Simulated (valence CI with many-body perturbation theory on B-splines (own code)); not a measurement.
## Te¹¹⁺: what the settings do

Calculated by configuration interaction combined with many-body perturbation theory (CI+MBPT): five valence electrons over a frozen Dirac-Fock core [Kr], a basis of 6 s, 6 p, 5 d, 5 f, 1 g functions for each j, with the one-electron correlation potential Σ1 (screened to all orders), the two-electron term Σ2, the three-electron term Σ3, Breit, model QED; selected single and double excitations, second order for the rest, scaled by the run's own slope (own B-spline code, finite nucleus).

No measured spectrum was set against this ion. As an estimate, terms of the open shell hold to 2 to 4 % of their energy, and close levels can change places. Among the levels kept, up to 420 cm⁻¹ of a level comes from second order outside the variational space, and about a tenth of that is noise between levels of different J, which matters for small intervals. Only levels of the ground parity were solved; by the run's estimate the other parity begins above the list, which can be wrong where configurations are misplaced.

The reference run has the lowest level 4d5 6S_5/2 and an ionisation energy of 246.078 eV. Its largest variational space holds 9982 state functions.

Names give the largest LS component (configuration and term), which can be under half, so a name can repeat, a term be missing and a line seem to break the LS rules; names also repeat where a configuration has a term twice. Letters in brackets count levels of one name in rising energy.

Changed runs:
A. scale of Σ2 1 → 0.8
B. cutoff of virtual states (hartree) 5408 → 1680
C. selection threshold (hartree) 2e-08 → 1e-06; averaging of valence orbitals over low configurations on → off
D. start configuration 4d5 → 5d5 (bad on purpose)

Excitation energies of the reference run in cm⁻¹, and shifts in cm⁻¹:

```
                 Level  Reference       A        B       C
        4d5 4G_5/2 [a]      34895    +441     +1.5     +12
            4d5 4G_7/2      39937    +598     +0.2     +13
           4d5 4G_11/2      40860    +740     -0.1    +229
        4d5 4G_5/2 [b]      42057    +369        0     +12
            4d5 4G_9/2      42096    +474     -0.3     +14
            4d5 4D_3/2      42639     +82     +0.5     +11
            4d5 4P_1/2      46710    +155     -0.1    +178
            4d5 4D_7/2      50089    +481     -0.6    +9.3
            4d5 4D_5/2      54965    +221     -0.5    +8.9
            4d5 4D_1/2      55985    +263     -1.3    +189
           4d5 2I_11/2      58220   +1150     -0.3    +329
            4d5 4P_3/2      58418     -54     -1.4     +10
Ionisation energy (eV)    246.078  -0.396  -0.0015  +0.012
```

Run D: It gave no result: the start configuration must fill the lowest shells above the core. The program said: "5d is not the lowest shell of its kind above the core".
